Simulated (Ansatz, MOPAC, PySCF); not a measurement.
Species: H4BSiO (charge 0, doublet). SMILES: [B](O)[SiH3]
Structure (B3LYP-D3(BJ)/def2-TZVP (Ansatz, a quantum-chemistry and plane-wave program) minimum search):
```
B
O 1 1.3335
H 2 0.9655 1 115.84
Si 1 2.0127 2 129.38 3 -180.00
H 4 1.4836 1 107.35 2 -121.91
H 4 1.4836 5 108.23 1 115.59
H 4 1.4897 5 108.43 6 117.42
```
Charge 0, spin multiplicity 2.

Unscaled harmonic wavenumbers (cm⁻¹) in rising order, each level at the stationary point that it reaches from this structure (no distance between atoms moves by over 0.3 Å); the order of modes can differ between levels, and a negative number is imaginary. B3LYP-D3(BJ)/def2-TZVP (PySCF, at the structure above): 99, 217, 464, 509, 609, 618, 902, 940, 948, 994, 1388, 2173, 2217, 2218, 3767.

AM1 (MOPAC): 63, 179, 332, 405, 490, 535, 712, 802, 810, 1054, 1590, 2240, 2245, 2251, 3447. Zero-point energy 24.5 against 25.8 kcal/mol; where all levels lie over 400 cm⁻¹, the wavenumbers are on average 0.928 times those of B3LYP-D3(BJ)/def2-TZVP.

HF/3-21G (Ansatz): 55, 224, 505, 531, 652, 667, 960, 1011, 1021, 1084, 1446, 2241, 2250, 2259, 3882. Zero-point energy 26.9 against 25.8 kcal/mol; where all levels lie over 400 cm⁻¹, the wavenumbers are on average 1.053 times those of B3LYP-D3(BJ)/def2-TZVP.

HF/6-31G* (Ansatz): 78, 241, 504, 552, 673, 679, 1006, 1029, 1038, 1124, 1443, 2342, 2354, 2361, 4083. Zero-point energy 27.9 against 25.8 kcal/mol; where all levels lie over 400 cm⁻¹, the wavenumbers are on average 1.088 times those of B3LYP-D3(BJ)/def2-TZVP.

B3LYP/6-31G* (Ansatz): 96, 214, 470, 510, 611, 628, 908, 940, 952, 1019, 1392, 2188, 2232, 2235, 3707. Zero-point energy 25.9 against 25.8 kcal/mol; where all levels lie over 400 cm⁻¹, the wavenumbers are on average 1.006 times those of B3LYP-D3(BJ)/def2-TZVP.
